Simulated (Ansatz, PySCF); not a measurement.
Dimer: CH2O (SMILES C=O) (first 4 atoms) with H4OSi (SMILES O[SiH3]); geometry from B3LYP-D3(BJ)/def2-TZVP, rigid monomers moved along the line of their centres of mass till O2···H7 is 2.60 Å.
(charge 0, multiplicity 1):
```xyz
10

C      0.269    -0.488     0.036
O     -0.756    -0.438     0.665
H      0.281    -0.832    -1.013
H      1.235    -0.193     0.480
O      0.340     0.648     3.820
Si     0.134     0.013     5.322
H     -0.223     0.333     3.093
H     -1.221     0.287     5.866
H      1.147     0.650     6.190
H      0.336    -1.460     5.335
```

Monomers are frozen at their geometry in the pair; levels with a basis set take the counterpoise correction. Rows marked so take none.

Rows in 6-31G* carry no dispersion term and start afresh at each structure (6-31G* with six Cartesian d functions). MP2/6-31G* freezes PySCF's default core.

Codes used: Ansatz (a first-principles code); PySCF for 6-31G* rows. Each number belongs to the level named beside it.

Q: One of these levels gives -3.28 kcal/mol for the interaction energy. Which one is it?
(A) MP2/6-31G* (no counterpoise)
(B) HF/aug-cc-pV(D+d)Z
(C) BP86/6-31G* (no counterpoise)
(D) HF/6-31G* (no counterpoise)

A: B, HF/aug-cc-pV(D+d)Z. The others give -4.24 (HF/6-31G* (no counterpoise)), -3.82 (BP86/6-31G* (no counterpoise)), -4.75 (MP2/6-31G* (no counterpoise))
